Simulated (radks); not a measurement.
Results of a calculation; reference values are marked as such.
Removal energies from the lutetium ion Lu2+, [Xe] 4f14 6s1, by Delta-SCF beside the eigenvalue of the level emptied. Level of theory: scalar-relativistic Kohn-Sham, PBE, spin-polarised, spherical densities, finite nucleus; Fermi nuclear charge, rms radius of each element as measured or else 0.836 A^(1/3) + 0.57 fm (a radial shooting solver on a logarithmic mesh with Libxc functionals). Open shells are filled with parallel spins first.

removed from         final configuration  Delta-SCF (eV)  -eigenvalue (eV)
6s                             [Xe] 4f14          21.295            18.005
4f                         [Xe] 4f13 6s1          36.592            26.848
5p            [Kr] 4d10 4f14 5s2 5p5 6s1          55.478            48.651
5s            [Kr] 4d10 4f14 5s1 5p6 6s1          85.888            78.296
